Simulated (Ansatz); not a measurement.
`F[SiH2]N[SiH](F)F` + HBr → `F[SiH](F)Br` + `N[SiH2]F` at 700 K and 1 bar (ligand exchange at the Si–N bond).

Calculated with Ansatz (gas phase, PBE0-D4/def2-TZVP geometries, no zero-point term in ΔE). CBS: MP2 limit from def2 TZ/QZ plus the TZ coupled-cluster correction, frozen cores. For Br outer-core shells are correlated without core-valence functions, which leaves a few kJ/mol of doubt a bond. Scalar relativity is left out up to krypton. Each species was taken in one conformer, which may not be the lowest.

| species | CCSD(T)/CBS energy (Eh) | H − E (kJ/mol) | S (J/(mol·K)) |
| --- | --- | --- | --- |
| `F[SiH2]N[SiH](F)F` | -934.91965 | 223.1 | 509.8 |
| HBr | -2573.91920 | 36.5 | 223.7 |
| `F[SiH](F)Br` | -3062.76774 | 90.9 | 381.1 |
| `N[SiH2]F` | -446.07709 | 173.7 | 359.9 |

H − E and S are ideal-gas, rigid-rotor, harmonic terms from PBE0-D4/def2-TZVP, for one conformer and one mirror image of each species. 1 Eh = 2625.50 kJ/mol, R = 8.31446 J/(mol·K).

Question: By hand: ΔE, ΔH, ΔS and ΔG.

Answer: ΔE = (-3062.76774) + (-446.07709) − (-934.91965) − (-2573.91920) = -0.00598 Eh = -15.7 kJ/mol. Δ(H − E) = 90.9 + 173.7 − 223.1 − 36.5 = 5.0, so ΔH = -10.7 kJ/mol. ΔS = 381.1 + 359.9 − 509.8 − 223.7 = 7.5 J/(mol·K). ΔG = -10.7 − 700 × (7.5)/1000 = -15.9 kJ/mol.

Question: By hand: the equilibrium constant, and the temperature at which ΔG would vanish if ΔH and ΔS stayed fixed.

Answer: log₁₀ K = −ΔG/(RT ln 10) = 1.2. ΔH and −TΔS have one sign here, so there is no such temperature.

TΔS isn't small against ΔH here. A doubt of 5 kJ/mol in ΔE shifts log₁₀ K by 0.4 here. Other conformers and mirror images would add mixing entropy, several J/(mol·K) or more a flexible species. Modes under 60 cm⁻¹, often nearly free rotors, make the harmonic entropy too high. These are equilibria of isolated gas molecules and say nothing of rates. Largest T1 diagnostic: 0.012 (customary marks: 0.02 for closed shells, 0.045 for open ones).

ΔS is within the doubt of such terms, so its sign, and with it that verdict, could turn.
